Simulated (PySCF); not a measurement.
Be(I)(iPr), C3H7BeI, SMILES [CH]([Be][I])(C)C, B3LYP/def2-SVP optimised geometry.

```
12

Be     0.61    -0.05     0.00
I      2.80    -0.05     0.00
C     -1.08    -0.06    -0.02
C     -1.70     1.35    -0.06
C     -1.69    -0.91     1.12
H     -1.34    -0.56    -0.98
H     -2.80     1.30    -0.15
H     -1.48     1.92     0.86
H     -1.34     1.95    -0.91
H     -1.32    -1.95     1.12
H     -2.79    -0.96     1.03
H     -1.47    -0.48     2.11
```

Density from B3LYP/def2-TZVP, def2 effective core potentials past Kr (PySCF 2.14.0) at that geometry. The core electrons that the potentials of I replace are not part of the density.

Minimum of the electron density along straight lines between bonded atoms, close to the bond critical point (lines longer than 1.1 times the sum of covalent radii, or with two minima, are not listed):

```csv
bond,length / Å,ρ at the minimum / e bohr⁻³,∇²ρ there / e bohr⁻⁵,position (fraction from the first atom)
Be1–I2,2.191,0.066,0.12,0.29
Be1–C3,1.689,0.103,0.33,0.33
C3–C4,1.544,0.234,-0.55,0.49
C3–C5,1.545,0.234,-0.54,0.49
C3–H6,1.112,0.262,-0.84,0.63
C4–H7,1.106,0.270,-0.90,0.64
C4–H8,1.104,0.271,-0.91,0.64
C4–H9,1.103,0.272,-0.91,0.64
C5–H10,1.103,0.272,-0.91,0.64
C5–H11,1.106,0.270,-0.90,0.64
C5–H12,1.104,0.271,-0.91,0.64
```
